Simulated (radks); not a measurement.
Results of a calculation; reference values are marked as such.
Ionisation of B, [He] 2s2 2p1, to B+, [He] 2s2, under several functionals. Non-relativistic Kohn-Sham, spin-unpolarised, spherical densities, point nucleus; a radial shooting solver on a logarithmic mesh with Libxc functionals.

| functional | E(B) (hartree) | Exc (hartree) | IE (eV) | -e(HOMO) (eV) | <r> HOMO (bohr) | IE error (eV) |
|---|---|---|---|---|---|---|
| exchange-only B88 | -24.50464 | -3.69991 | 7.485 | 2.940 | 2.370 | -0.814 |
| exchange-only LDA | -24.05041 | -3.21205 | 7.196 | 2.722 | 2.389 | -1.102 |
| LDA (Slater exchange, Perdew-Zunger correlation) | -24.34319 | -3.52248 | 8.329 | 3.722 | 2.289 | +0.031 |
| AM05 | -24.40022 | -3.58504 | 8.123 | 3.540 | 2.304 | -0.175 |
| PBEsol | -24.46221 | -3.65343 | 8.142 | 3.557 | 2.302 | -0.156 |
| exchange-only PBE | -24.47859 | -3.67038 | 7.530 | 2.991 | 2.393 | -0.768 |
| LDA (Slater exchange, VWN5 correlation) | -24.34420 | -3.52366 | 8.325 | 3.717 | 2.289 | +0.027 |
| PW91 | -24.61995 | -3.82373 | 8.270 | 3.654 | 2.305 | -0.028 |
| XLYP | -24.66388 | -3.87007 | 8.219 | 3.580 | 2.316 | -0.079 |

NIST Atomic Spectra Database: 8.298 eV (measured). Closest: LDA (Slater exchange, VWN5 correlation). The Delta-SCF values span 1.13 eV, the total energies 0.61 hartree. The highest occupied level is 2p. Spin polarisation and multiplet splitting are left out, so open shells lie too high by an amount that depends on their filling.

Beside tabulated values, note that spin-unpolarised runs miss the spin-polarisation part of the exchange energy of open shells.
